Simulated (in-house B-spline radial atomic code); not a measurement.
Results of a calculation; reference values are marked as such.
Building a PAW d channel for Cr, r_c = 1.85 bohr

Cr, [Ar] 3d5 4s1, non-relativistic LDA (VWN5), spherical and spin-unpolarised, from an all-electron radial atomic-structure program (B-spline basis) (atomic units; all potentials screened as in the neutral atom).

Two all-electron partial waves φ1, φ2 are integrated outwards at E1 = ε(3d) = -0.118121 and E2 = E1 + 1 hartree; φ1 is the bound orbital and φ2 has unit norm inside r_c = 1.8504 bohr. Smooth partners are polynomials, r^3(a0 + a1 r² + a2 r⁴ + a3 r⁶), matched to φ and three derivatives at r_c, with no condition on the norm. The local potential is -6.64395 + (4.71044) r² + (-1.40744) r⁴ + (0.155277) r⁶ inside 1.515 bohr and the all-electron one outside.

```json
{"wave": "1", "φ(r_c)": "0.5254736", "φ'(r_c)": "-0.2850409", "a0": "0.7855681", "a1": "-0.4491363", "a2": "0.09671084", "a3": "-0.007438696"}
{"wave": "2", "φ(r_c)": "0.8092581", "φ'(r_c)": "1.797192", "a0": "-0.7295702", "a1": "0.6180007", "a2": "-0.1476467", "a3": "0.01176441"}
```

Inside r_c the overlaps are <φi φj> = [[0.73911, -0.58752], [-0.58752, 1.00000]] and, for the smooth waves, [[0.30381, 0.04101], [0.04101, 0.12509]]. With χj = (Ej − T − V_local) applied to smooth wave j, the program's quadrature gives the matrix B_ij = <smooth i, χj> as [[-0.29377, 0.62327], [-0.00527, -0.05139]].

(1) Check the match of the first wave, and find the augmentation charges q_ij.

(2) B isn't symmetric. Show that D_ij = B_ij + Ej q_ij is.

Solving (T + V_local + Σ p D p) ψ = E (1 + Σ p q p) ψ in a sphere of 9 bohr, whose wall lifts the free-atom level a little, gives these levels:

| all-electron | one projector | two projectors |
| --- | --- | --- |
| -0.118029 | -0.118029 | -0.118029 |
| 0.116333 | 0.118887 | 0.116348 |
| 0.391011 | 0.407309 | 0.391055 |
| 0.802579 | 0.855072 | 0.802583 |
| 1.345550 | 1.464420 | 1.345900 |

(3) What does the second projector gain?

## Answers

(1) At r_c the four terms are 4.97715, -9.74330, 7.18347, -1.89185, which sum to 0.5255, φ1(r_c) to rounding. q_ij is the all-electron overlap less the smooth one: [[0.43530, -0.62854], [-0.62854, 0.87491]]. The smooth first wave has a norm of 0.3038 inside r_c against 0.7391, and q11 > 0 puts back the missing charge.

(2) Integrating by parts gives B12 − B21 = (E1 − E2) q12: 0.62327 − (-0.00527) = 0.62854, and −1 × (-0.62854) = 0.62854. So D12 = 0.62327 + (0.881879)(-0.62854) = 0.06897 and D21 = -0.00527 + (-0.118121)(-0.62854) = 0.06897; D11 = -0.34519, D22 = 0.72018. The projectors, p = (B⁻¹)ᵀ χ, are dual to the smooth waves; det B = 0.018.

(3) With one projector the errors are 0.00, +2.55, +16.30, +52.49, +118.87 millihartree. With two the errors are 0.00, +0.01, +0.04, 0.00, +0.35 millihartree. The scattering is exact at E1 and at E2 = 0.882, and over all levels compared the largest error is 0.35 millihartree. The lowest eigenvalue of the overlap operator is 1 with one and 0.9296 with two projectors. The smooth orbital alone needs a cutoff of 16.8 hartree for 1 millihartree of kinetic energy, against 33.6 for a norm-conserving Troullier-Martins orbital of the same radius; part of the gain comes from giving up the norm, part from the simpler form.
